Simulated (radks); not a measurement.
Values are calculated unless marked as measured or tabulated.
Spherical quantum dot in the effective-mass picture: electrons in a hard-walled sphere of radius 2.43, all in effective atomic units (hartree* = m*/eps^2 hartree, bohr* = eps/m* bohr), one dielectric constant everywhere. Level of theory: non-relativistic Kohn-Sham, PBE, spin-polarised, spherical densities (a radial shooting solver with Libxc functionals). Levels are named by radial order and angular momentum (1s, 1p, 1d, 2s, ...), and open shells are averaged over m. Results are scaled to m* = 0.137 and eps = 7.8, for which hartree* = 61.27 meV and bohr* = 3.013 nm. At N = 33 the configuration is 1s2 1p6 1d10 2s(up 1, down 0) 1f14. Does electron 34 go into 1g down or 2s down or 1g up?

Answer. Into 2s down. The total energies of the other choices lie higher by 30.5 meV (1g up), 30.8 meV (1g down).
